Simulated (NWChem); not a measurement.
System: InHOBr$_{2}$; SMILES [OH][In]([Br])[Br]

Here is an NWChem input.

```
start job
memory heap 200 mb stack 900 mb global 1100 mb
geometry units angstroms noautoz
  In     0.503716     0.010363     0.000000
  Br    -0.718202    -2.164123     0.000000
  Br    -0.718330     2.167306     0.000000
  O      2.513743     0.053123     0.000000
  H      2.843595    -0.868628     0.000000
end
basis spherical
  In library def2-svp
  Br library def2-svp
  O library def2-svp
  H library def2-svp
end
ecp
  In library def2-ecp
end
dft
  xc m06-2x
  grid coarse
  iterations 150
  mulliken
end
task dft gradient
```

Parts of the log:

```
             Northwest Computational Chemistry Package (NWChem) 7.3.0
             --------------------------------------------------------

 CS  symmetry detected

                             Geometry "geometry" -> ""
                             -------------------------

 Output coordinates in angstroms (scale by  1.889725989 to convert to a.u.)

  No.       Tag          Charge          X              Y              Z
 ---- ---------------- ---------- -------------- -------------- --------------
    1 In                  49.0000     0.52436256     0.00909920     0.00000000
    2 Br                  35.0000    -0.69710891    -2.16563766     0.00000000
    3 Br                  35.0000    -0.69812633     2.16579122     0.00000000
    4 O                    8.0000     2.53438073     0.05227194     0.00000000
    5 H                    1.0000     2.86442200    -0.86941131     0.00000000

 Effective nuclear repulsion energy (a.u.)    1082.4762155017

      Symmetry information
      --------------------

 Group name             Cs
 Group number              2
 Group order               2
 No. of unique centers     5

                                 NWChem DFT Module
                                 -----------------

 Summary of "ao basis" -> "ao basis" (spherical)
 ------------------------------------------------------------------------------
       Tag                 Description            Shells   Functions and Types
 ---------------- ------------------------------  ------  ---------------------
 In                         def2-svp                10       26   4s4p2d
 Br                         def2-svp                12       32   5s4p3d
 O                          def2-svp                 6       14   3s2p1d
 H                          def2-svp                 3        5   2s1p

      Symmetry analysis of basis
      --------------------------

        a'         76
        a"         33

            General Information
            -------------------
          SCF calculation type: DFT
          Wavefunction type:  closed shell.
          No. of atoms     :     5
          No. of electrons :   100
           Alpha electrons :    50
            Beta electrons :    50
          Charge           :     0
          Spin multiplicity:     1
          Use of symmetry is: on ; symmetry adaption is: on
          Maximum number of iterations: 150
          AO basis - number of functions:   109
                     number of shells:    43
          Convergence on energy requested:  1.00D-06
          Convergence on density requested:  1.00D-05
          Convergence on gradient requested:  5.00D-04

              XC Information
              --------------
                       M06-2X Method XC Functional
                     Hartree-Fock (Exact) Exchange  0.540
                        M06-2X Exchange Functional  1.000
                      M06-2X Correlation Potential  1.000

             Grid Information
             ----------------
          Grid used for XC integration:  coarse
          Radial quadrature: Mura-Knowles
          Angular quadrature: Lebedev.
          Tag              B.-S. Rad. Rad. Pts. Rad. Cut. Ang. Pts.
          ---              ---------- --------- --------- ---------
          In                  1.55      104           8.0       302
          Br                  1.15       95          11.0       302
          O                   0.60       35          10.0       302
          H                   0.35       35          11.0       302
          Grid pruning is: on
          Number of quadrature shells:   364
          Spatial weights used:  Erf1

      Superposition of Atomic Density Guess
      -------------------------------------

 Sum of atomic energies:       -5437.41235182

      Non-variational initial energy
      ------------------------------

 Total energy =   -5408.931919
 1-e energy   =   -8801.150854
 2-e energy   =    2791.730600
 HOMO         =      -0.397997
 LUMO         =      -0.097863

      Symmetry analysis of molecular orbitals - initial
      -------------------------------------------------

  Numbering of irreducible representations:

     1 a'          2 a"

  Orbital symmetries:

     1 a'          2 a'          3 a'          4 a'          5 a'
     6 a'          7 a"          8 a'          9 a'         10 a"
    11 a'         12 a'         13 a'         14 a'         15 a'
    16 a'         17 a"         18 a"         19 a'         20 a'
    21 a'         22 a'         23 a"         24 a'         25 a'
    26 a'         27 a"         28 a'         29 a"         30 a'
    31 a"         32 a'         33 a"         34 a'         35 a'
    36 a'         37 a'         38 a"         39 a"         40 a'
    41 a'         42 a'         43 a'         44 a'         45 a"
    46 a'         47 a"         48 a'         49 a"         50 a'
    51 a'         52 a"         53 a'         54 a'         55 a'
    56 a'         57 a"         58 a'         59 a'         60 a"

     ---------------------------------------------
      Total Density - Mulliken Population Analysis
     ---------------------------------------------

    Atom       Charge   Shell Charges
 -----------   ------   -------------------------------------------------------
    1 In  21    19.45   2.59 -0.60  0.58  0.20  3.24  2.75  0.45  0.14  9.71  0.39
    2 Br  35    35.46   2.00  2.00  2.00  1.37  0.59  6.00  5.99  2.37  3.15  8.23  1.73  0.05
    3 Br  35    35.46   2.00  2.00  2.00  1.37  0.59  6.00  5.99  2.37  3.14  8.23  1.73  0.05
    4 O    8     8.97   1.99  1.12  0.70  3.09  2.08  0.00
    5 H    1     0.65   0.52  0.07  0.06

   convergence    iter        energy       DeltaE   RMS-Dens  Diis-err
 ---------------- ----- ----------------- --------- --------- ---------
 d= 0,ls=0.0,diis     1  -5413.6000589302 -6.01D+03  1.38D-02  7.85D-01
 d= 0,ls=0.0,diis     2  -5413.5075430475  9.25D-02  7.82D-03  1.72D+00
 d= 0,ls=0.0,diis     3  -5413.6947059934 -1.87D-01  1.62D-03  2.63D-02
 d= 0,ls=0.0,diis     4  -5413.6971509828 -2.44D-03  6.17D-04  6.39D-03
 d= 0,ls=0.0,diis     5  -5413.6975042971 -3.53D-04  1.55D-04  1.05D-04
  Resetting Diis
 d= 0,ls=0.0,diis     6  -5413.6975251125 -2.08D-05  6.31D-05  7.18D-06
 d= 0,ls=0.0,diis     7  -5413.6975272143 -2.10D-06  1.21D-05  1.22D-06
 d= 0,ls=0.0,diis     8  -5413.6975272711 -5.69D-08  6.09D-06  7.35D-07

         Total DFT energy =    -5413.697527271114
      One electron energy =    -8803.279830325779
           Coulomb energy =     2997.678722397523
    Exchange-Corr. energy =     -208.584754403697
 Nuclear repulsion energy =      600.488335060839

 Numeric. integr. density =      100.000083159663

                  Occupations of the irreducible representations
                  ----------------------------------------------

                     irrep           alpha         beta
                     --------     --------     --------
                     a'               36.0         36.0
                     a"               14.0         14.0

                       DFT Final Molecular Orbital Analysis
                       ------------------------------------

 Vector   48  Occ=2.000000D+00  E=-3.642474D-01  Symmetry=a'
              MO Center= -3.5D-01, -6.7D-01,  9.2D-15, r^2= 5.9D+00
   Bfn.  Coefficient  Atom+Function         Bfn.  Coefficient  Atom+Function
  ----- ------------  ---------------      ----- ------------  ---------------
    41      0.446278  2 Br px                38      0.389391  2 Br px
    73      0.304152  3 Br px                70      0.274950  3 Br px
    35     -0.259410  2 Br px                94      0.185512  4 O  px
    67     -0.182179  3 Br px                42     -0.142665  2 Br py
    21      0.131749  1 In d  2              97      0.126565  4 O  px

 Vector   49  Occ=2.000000D+00  E=-3.628138D-01  Symmetry=a"
              MO Center= -6.6D-01,  4.1D-01,  8.5D-15, r^2= 5.8D+00
   Bfn.  Coefficient  Atom+Function         Bfn.  Coefficient  Atom+Function
  ----- ------------  ---------------      ----- ------------  ---------------
    75      0.474246  3 Br pz                72      0.402473  3 Br pz
    43     -0.393421  2 Br pz                40     -0.331020  2 Br pz
    69     -0.269089  3 Br pz                37      0.221630  2 Br pz
    66      0.087336  3 Br pz                18     -0.082429  1 In d -1
    34     -0.071936  2 Br pz                23      0.047300  1 In d -1

 Vector   50  Occ=2.000000D+00  E=-3.590582D-01  Symmetry=a'
              MO Center= -6.6D-01,  6.6D-01, -7.8D-15, r^2= 5.7D+00
   Bfn.  Coefficient  Atom+Function         Bfn.  Coefficient  Atom+Function
  ----- ------------  ---------------      ----- ------------  ---------------
    73      0.387200  3 Br px                70      0.332008  3 Br px
    74      0.308089  3 Br py                71      0.270543  3 Br py
    42      0.260944  2 Br py                41     -0.253262  2 Br px
    39      0.228020  2 Br py                67     -0.220645  3 Br px
    38     -0.211069  2 Br px                68     -0.180232  3 Br py

 Vector   51  Occ=0.000000D+00  E=-7.078912D-02  Symmetry=a'
              MO Center=  3.1D-01, -3.4D-02,  2.1D-14, r^2= 5.0D+00
   Bfn.  Coefficient  Atom+Function         Bfn.  Coefficient  Atom+Function
  ----- ------------  ---------------      ----- ------------  ---------------
     4      0.832511  1 In s                  3      0.494031  1 In s
    42     -0.367325  2 Br py                74      0.359839  3 Br py
     1     -0.351894  1 In s                 93     -0.232819  4 O  s
    94      0.213075  4 O  px                71      0.202342  3 Br py
    39     -0.200850  2 Br py                31     -0.198255  2 Br s

 Vector   52  Occ=0.000000D+00  E=-3.933119D-02  Symmetry=a"
              MO Center=  4.6D-01,  6.3D-05,  1.5D-14, r^2= 4.8D+00
   Bfn.  Coefficient  Atom+Function         Bfn.  Coefficient  Atom+Function
  ----- ------------  ---------------      ----- ------------  ---------------
    16      0.613029  1 In pz                13      0.559248  1 In pz
    75     -0.241842  3 Br pz                43     -0.240301  2 Br pz
    99     -0.179792  4 O  pz                96     -0.169119  4 O  pz
    10     -0.148319  1 In pz                 7     -0.139716  1 In pz
    40     -0.133076  2 Br pz                72     -0.133004  3 Br pz

 Vector   53  Occ=0.000000D+00  E= 4.246710D-02  Symmetry=a'
              MO Center=  9.2D-01, -5.5D-01, -1.4D-14, r^2= 7.2D+00
   Bfn.  Coefficient  Atom+Function         Bfn.  Coefficient  Atom+Function
  ----- ------------  ---------------      ----- ------------  ---------------
    14      0.948273  1 In px                15     -0.690084  1 In py
    63      0.504386  3 Br s                 93     -0.457225  4 O  s
    74     -0.315248  3 Br py                41     -0.242444  2 Br px
     3     -0.213421  1 In s                 11      0.177344  1 In px
   106      0.169085  5 H  s                 98      0.155372  4 O  py

     ---------------------------------------------
      Total Density - Mulliken Population Analysis
     ---------------------------------------------

    Atom       Charge   Shell Charges
 -----------   ------   -------------------------------------------------------
    1 In  21    20.11   2.60 -0.60  0.72  0.12  3.23  2.77  0.84  0.21  9.72  0.51
    2 Br  35    35.30   2.00  2.00  1.99  1.38  0.59  6.00  5.98  2.29  3.05  8.24  1.71  0.07
    3 Br  35    35.28   2.00  2.00  1.99  1.38  0.59  6.00  5.98  2.30  3.03  8.24  1.71  0.07
    4 O    8     8.53   1.99  1.07  0.74  2.79  1.93  0.01
    5 H    1     0.78   0.66  0.06  0.07

     -------------------------------------------
      Total Density - Lowdin Population Analysis
     -------------------------------------------

    Atom       Charge   Shell Charges
 -----------   ------   -------------------------------------------------------
    1 In  21    20.67   1.37  0.54  0.58  0.35  3.03  2.83  0.95  0.54  9.45  1.04
    2 Br  35    35.07   2.00  2.00  1.96  1.11  0.75  5.99  5.81  2.41  3.02  7.88  2.00  0.13
    3 Br  35    35.05   2.00  2.00  1.96  1.10  0.75  5.99  5.81  2.41  3.01  7.88  2.00  0.13
    4 O    8     8.30   1.97  0.90  0.65  2.65  2.11  0.01
    5 H    1     0.91   0.55  0.18  0.18

     Multipole analysis of the density
     ---------------------------------

     L   x y z        total         alpha         beta         nuclear
     -   - - -        -----         -----         ----         -------
     0   0 0 0     -0.000000    -50.000000    -50.000000    100.000000

     1   1 0 0      0.252414     13.998829     13.998829    -27.745243
     1   0 1 0     -0.504473     -0.011506     -0.011506     -0.481460
     1   0 0 1      0.000000      0.000000      0.000000      0.000000

     2   2 0 0    -51.730220   -203.401677   -203.401677    355.073134
     2   1 1 0     -3.625448      0.707051      0.707051     -5.039549
     2   1 0 1      0.000000      0.000000      0.000000      0.000000
     2   0 2 0    -52.019902   -613.631809   -613.631809   1175.243717
     2   0 1 1     -0.000000     -0.000000     -0.000000      0.000000
     2   0 0 2    -46.669970    -23.334985    -23.334985      0.000000

            General Information
            -------------------
          SCF calculation type: DFT
          Wavefunction type:  closed shell.
          No. of atoms     :     5
          No. of electrons :   100
           Alpha electrons :    50
            Beta electrons :    50
          Charge           :     0
          Spin multiplicity:     1
          Use of symmetry is: on ; symmetry adaption is: on
          Maximum number of iterations: 150
          AO basis - number of functions:   109
                     number of shells:    43
          Convergence on energy requested:  1.00D-06
          Convergence on density requested:  1.00D-05
          Convergence on gradient requested:  5.00D-04

              XC Information
              --------------
                       M06-2X Method XC Functional
                     Hartree-Fock (Exact) Exchange  0.540
                        M06-2X Exchange Functional  1.000
                      M06-2X Correlation Potential  1.000

             Grid Information
             ----------------
          Grid used for XC integration:  coarse
          Radial quadrature: Mura-Knowles
          Angular quadrature: Lebedev.
          Tag              B.-S. Rad. Rad. Pts. Rad. Cut. Ang. Pts.
          ---              ---------- --------- --------- ---------
          In                  1.55      104           8.0       302
          Br                  1.15       95          11.0       302
          O                   0.60       35          10.0       302
          H                   0.35       35          11.0       302
          Grid pruning is: on
          Number of quadrature shells:   364
          Spatial weights used:  Erf1

          Convergence Information
          -----------------------
          Convergence aids based upon iterative change in
          total energy or number of iterations.
          Levelshifting, if invoked, occurs when the
          HOMO/LUMO gap drops below (HL_TOL):  1.00D-02
          DIIS, if invoked, will attempt to extrapolate
          using up to (NFOCK): 10 stored Fock matrices.

[...]

                         DFT ENERGY GRADIENTS

    atom               coordinates                        gradient
                 x          y          z           x          y          z
   1 In      0.990902   0.017195   0.000000   -0.006783  -0.002181   0.000000
   2 Br     -1.317345  -4.092462   0.000000   -0.001889  -0.002895   0.000000
   3 Br     -1.319267   4.092752   0.000000   -0.001315   0.002641   0.000000
   4 O       4.789285   0.098780   0.000000    0.009176   0.014854   0.000000
   5 H       5.412973  -1.642949   0.000000    0.000811  -0.012419   0.000000
```

Level: M06-2X/def2-SVP with def2 effective core potentials on In. Geometry: optimised at PBE-D3(BJ)/def2-SVP. No frequency run checked for a minimum. def2 effective core potentials on In; no spin-orbit coupling.
